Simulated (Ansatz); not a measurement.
## Counterpoise correction, worked out

The pair of H2 (SMILES [H][H], atoms 1–2) and SiH3F (SMILES [SiH3]F, atoms 3–7), both closed shells, in one local arrangement (a lower one may exist), relaxed at PBE0-D4/def2-TZVP:

```xyz
7
angstrom
H 0.0874 -0.0286 -2.6269
H 0.5578 0.0298 -3.2035
Si -0.1031 0.0091 1.1366
F -1.1061 -0.3637 2.3258
H -0.8704 0.0206 -0.1312
H 0.9658 -1.0157 1.0886
H 0.4685 1.3483 1.4107
```

Computed with Ansatz 0.2.0 (basis: def2-TZVPPD); correlated methods freeze the cores.

CCSD(T) total energies in eV:

| system | geometry | basis functions | energy |
| --- | --- | --- | --- |
| pair | pair | all | -10662.04753 |
| H2 | as in the pair | all (partner as ghosts) | -31.90496 |
| SiH3F | as in the pair | all (partner as ghosts) | -10630.13640 |
| H2 | as in the pair | its own | -31.90430 |
| SiH3F | as in the pair | its own | -10630.13469 |
| H2 | free (PBE0-D4 minimum) | its own | -31.90433 |
| SiH3F | free (PBE0-D4 minimum) | its own | -10630.13470 |

(1) Work out the interaction energy with and without the counterpoise correction, the superposition error, and the binding energy from the relaxed fragments.

T1 diagnostic: at most 0.012.

## Answers

(1) Without correction: -10662.04753 − (-31.90430) − (-10630.13469) = -0.00854 eV.
With correction (each fragment in the whole basis): -10662.04753 − (-31.90496) − (-10630.13640) = -0.00617 eV = -0.14 kcal/mol.
The superposition error is the difference, 0.00237 eV: each fragment borrows its partner's functions.
Deformation from the free shapes: 0.00003 eV for H2 and 0.00001 eV for SiH3F.
Binding energy from relaxed fragments: -0.00617 + 0.00003 + 0.00001 = -0.00613 eV = -0.14 kcal/mol (electronic, without zero-point energy; negative means bound). For comparison, the corrected interaction energy by CCSD(T) at an estimated basis limit (MP2 extrapolated from triple and quadruple zeta, plus CCSD(T) − MP2 in triple zeta) is -0.008 eV.

For scale, one of the runs: CCSD(T)/def2-TZVPPD, 173 basis functions, launched by `ansatz run in.yaml --threads 2 --pin off --events-out ev --progress --plain --max-ram 5222MiB`. Time: 10 s of wall clock on 2 CPU threads of an Intel Xeon 6975P-C; the host was shared. Peak host memory: 1.6 GiB.
